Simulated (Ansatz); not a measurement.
Two isomers of CH9GeNSi: A = `C[SiH2][NH][GeH3]`, B = `[CH3][GeH]([NH2])[SiH3]`.

Calculated with Ansatz (gas phase, PBE0-D4/def2-TZVP geometries, no zero-point term in ΔE). CCSD(T)/CBS is the MP2 limit (def2-TZVPP, def2-QZVPP) plus CCSD(T) − MP2 in def2-TZVPP, frozen cores. Functionals use def2-TZVPP. For Ge outer-core shells are correlated without core-valence functions, which leaves a few kJ/mol of doubt a bond. Scalar relativity is left out up to krypton. Each species was taken in one conformer, which may not be the lowest.

Problem. Which is lower in electronic energy at CCSD(T)/CBS, and by how much? (An estimate is asked.)

Solution. Computed: A, by 12.5 kcal/mol.

Problem. Give E(B) − E(A) in kcal/mol with r2SCAN-D4, CCSD/def2-TZVPP, BLYP-D4, CCSD(T)/def2-TZVPP, PBE-D4, B2PLYP, LDA (SPW92). (An estimate is asked.)

Solution. The calculation gave: r2SCAN-D4 11.7, CCSD/def2-TZVPP 12.7, BLYP-D4 10.9, CCSD(T)/def2-TZVPP 12.1, PBE-D4 8.5, B2PLYP 12.9, LDA (SPW92) 10.8. None reverses the order clearly.

Problem. Does the order hold for the free energy at 298.15 K (harmonic terms from PBE0-D4)? (Estimate.)

Solution. Computed: Yes: G(B) − G(A) = +14.1 kcal/mol, for one conformer each. Modes under 60 cm⁻¹, often nearly free rotors, make the harmonic entropy too high.

Largest T1 diagnostic: 0.011.

At CCSD(T), def2-SVP lies +1.2 kcal/mol from the extrapolated value and def2-TZVPP −0.4 kcal/mol. From BLYP to BHLYP (50 % exact exchange), in def2-TZVPP and without D4, E(B) − E(A) moves by +4.1 kcal/mol.
